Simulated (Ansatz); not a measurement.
`N=[CH][Al]1[CH2][CH2]1` + HCl → `[Cl][Al]1[CH2][CH2]1` + `C=N` at 298.15 K and 1 bar (ligand exchange at the Al–C bond).

Gas-phase electronic energies from Ansatz, PBE0-D4/def2-TZVP geometries. CCSD(T)/CBS is the MP2 limit (def2-TZVPP, def2-QZVPP) plus CCSD(T) − MP2 in def2-TZVPP, frozen cores. This one scheme is used for every species. Each species was taken in one conformer, which may not be the lowest.

| species | CCSD(T)/CBS energy (Eh) | H − E (kJ/mol) | S (J/(mol·K)) |
| --- | --- | --- | --- |
| `N=[CH][Al]1[CH2][CH2]1` | -414.38872 | 236.8 | 345.1 |
| HCl | -460.38127 | 26.6 | 186.8 |
| `[Cl][Al]1[CH2][CH2]1` | -780.31123 | 155.8 | 307.6 |
| `C=N` | -94.52360 | 115.3 | 227.0 |

H − E and S are ideal-gas, rigid-rotor, harmonic terms from PBE0-D4/def2-TZVP, for one conformer and one mirror image of each species. 1 Eh = 2625.50 kJ/mol, R = 8.31446 J/(mol·K).

**Question.** By hand: ΔE, ΔH, ΔS and ΔG.

**Answer.** ΔE = (-780.31123) + (-94.52360) − (-414.38872) − (-460.38127) = -0.06484 Eh = -170.2 kJ/mol. Δ(H − E) = 155.8 + 115.3 − 236.8 − 26.6 = 7.7, so ΔH = -162.5 kJ/mol. ΔS = 307.6 + 227.0 − 345.1 − 186.8 = 2.7 J/(mol·K). ΔG = -162.5 − 298.15 × (2.7)/1000 = -163.3 kJ/mol.

**Question.** By hand: the equilibrium constant, and the temperature at which ΔG would vanish if ΔH and ΔS stayed fixed.

**Answer.** log₁₀ K = −ΔG/(RT ln 10) = 28.6. ΔH and −TΔS have one sign here, so there is no such temperature.

The number of gas molecules stays the same, so ΔS is small and ΔH decides. A doubt of 5 kJ/mol in ΔE shifts log₁₀ K by 0.9 here. Other conformers and mirror images would add mixing entropy, several J/(mol·K) or more a flexible species. Modes under 60 cm⁻¹, often nearly free rotors, make the harmonic entropy too high. These are equilibria of isolated gas molecules and say nothing of rates. Largest T1 diagnostic: 0.013 (customary marks: 0.02 for closed shells, 0.045 for open ones).

ΔS is within the doubt of such terms, so its sign, and with it that verdict, could turn.
